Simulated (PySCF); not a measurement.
Screening by computed properties: pick the candidate that meets the target.

Species are written as SMILES; each is one conformer at its optimised geometry, gas phase, non-relativistic unless stated. Electronic properties by PySCF.

The conformers computed, where there is a choice (atom-mapped SMILES and torsion angles):
- `[CH3:1][SiH2:2]/[C:3]([F:4])=[CH:5]\[SiH2:6][O:7][SiH3:8]`: C1–Si2–C3–F4 -81°, C3–C5–Si6–O7 -47°, C5–Si6–O7–Si8 -171°
- `[CH3:1][Si@:2]([SiH3:3])([C:4]#[N:5])[CH:6]1[CH2:7][CH2:8][CH2:9]1`: C1–Si2–C6–C7 -178°
- `[CH:1]#[C:2][SiH2:3]/[C:4]([CH2:5][F:6])=[C:7](/[CH3:8])[F:9]`: C2–Si3–C4–C5 -41°, Si3–C4–C5–F6 -127°
- `[CH3:1][CH:2]([CH3:3])[Si@H:4]1[CH2:5][SiH2:6][C:7]1=[O:8]`: C1–C2–Si4–C5 69°
- `[CH3:1][CH:2]([CH3:3])[O:4][SiH2:5][C:6]#[C:7][SiH3:8]`: C1–C2–O4–Si5 -73°, C2–O4–Si5–C6 63°

(1) Wanted: dipole moment above 1.6 D (PBE0/pcSseg-1) and HOMO energy above -7.6 eV (PBE0/pcSseg-1), at GFN2-xTB geometries. Which candidate meets both?
A. `CC(C)[Si@H]1C[SiH2]C1=O`
B. `C#C[SiH2]/C(CF)=C(/C)F`
C. `C[SiH2]/C(F)=C\[SiH2]O[SiH3]`
D. `C[Si@]([SiH3])(C#N)C1CCC1`

(2) Wanted: smallest rotational constant above 0.7 GHz (GFN2-xTB) and HOMO–LUMO gap below 5 eV (PBE0/pcSseg-1), at GFN2-xTB geometries. Which candidate meets both?
A. `CC(C)O[SiH2]C#C[SiH3]`
B. `[Si@@]([SiH3])(C#N)(C1CCC1)C`
C. `C[SiH2]/C(F)=C\[SiH2]O[SiH3]`
D. `CC(C)[Si@H]1C[SiH2]C1=O`

Results:

(1) A. Computed values:
| species | dipole moment | HOMO energy |
| --- | --- | --- |
| C#C[SiH2]/C(CF)=C(/C)F | 1.48 D | -7.45 eV |
| C[SiH2]/C(F)=C\[SiH2]O[SiH3] | 1.71 D | -7.68 eV |
| CC(C)[Si@H]1C[SiH2]C1=O | 2.81 D | -5.93 eV |
| C[Si@]([SiH3])(C#N)C1CCC1 | 4.21 D | -8.16 eV |

(2) D. Computed values:
```csv
species,smallest rotational constant,HOMO–LUMO gap
CC(C)O[SiH2]C#C[SiH3],0.472 GHz,7.32 eV
C[SiH2]/C(F)=C\[SiH2]O[SiH3],0.544 GHz,6.82 eV
[Si@@]([SiH3])(C#N)(C1CCC1)C,0.775 GHz,7.65 eV
CC(C)[Si@H]1C[SiH2]C1=O,0.876 GHz,4.08 eV
```
